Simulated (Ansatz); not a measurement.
Saddle point of AlH4O2F, closed shell (AlH₃O₂ ([OH][AlH][OH]) + HF → AlH₂O₂F ([OH][Al]([OH])[F]) + H₂; bonds formed: H2–H5; dative contacts that become bonds: Al1–F6; bonds broken: Al1–H2, H5–F6), PBE0-D4/def2-TZVP structure:

```csv
atom,x (Å),y (Å),z (Å)
Al1,-0.1861,-0.1237,-0.1881
H2,1.2576,-0.8393,0.2858
O3,-0.2549,0.5773,-1.7183
O4,-1.6138,-0.7297,0.4693
H5,1.2845,0.2682,0.9552
F6,0.6971,1.0989,1.0811
H7,0.4930,0.9403,-2.1859
H8,-1.6773,-1.1921,1.3009
```

Energies are electronic, without zero-point energy. Barriers and step energies count from the start structure reached by relaxing down the imaginary mode; all methods use the PBE0-D4 structures, on which another method's saddle can fall below an end. Computed with Ansatz 0.2.0 (basis: def2-TZVPP, with def2-QZVPP for the basis limit); correlated methods freeze the cores. B3LYP uses VWN-RPA correlation. Extrapolation: Hartree–Fock as exp(−7.88 √X), correlation as X^−2.97.

```csv
method,barrier (eV),step energy (eV)
SPW92,-0.154,-1.271
PBE-D4,?,-1.389
BLYP-D4,0.018,-1.505
r2SCAN-D4,-0.012,-1.487
B97M-V,0.117,-1.344
PBE0-D4,0.046,-1.387
B3LYP-D4,0.070,-1.489
r2SCAN0-D4,0.053,-1.465
BHLYP-D4,0.160,-1.487
CAM-B3LYP-D4,0.072,-1.464
wB97X-V,0.098,-1.434
wB97M-V,0.105,-1.429
B2PLYP,0.093,-1.496
PBE-QIDH,?,-1.433
RPA on PBE,?,-1.425
HF,0.374,-1.487
MP2,0.102,-1.512
CCSD,0.171,-1.457
CCSD(T),0.132,-1.453
```

Task: Fill in the withheld barriers. (Judge from chemistry; the value comes from the calculation.)

Result: By the calculation: PBE-QIDH 0.097; PBE-D4 -0.031; RPA on PBE 0.129 eV. Each is the energy of the saddle less that of the start structure, by the same method.

For comparison, the barrier by CCSD(T) at an estimated basis limit (MP2 extrapolated from triple and quadruple zeta, plus CCSD(T) − MP2 in triple zeta) is 0.131 eV.

T1 diagnostic: at most 0.013.

Labels in which every atom is bracketed show which atoms are joined, not bond orders.

For scale, one of the runs: CCSD(T)/def2-TZVPP, 191 basis functions, launched by `ansatz run in.yaml --threads 2 --pin off --events-out ev --progress --plain --max-ram 4352MiB`. Hardware: 2 CPU threads of an Intel Xeon Platinum 8488C, shared host. Wall time 46 s; peak host memory 2.2 GiB.
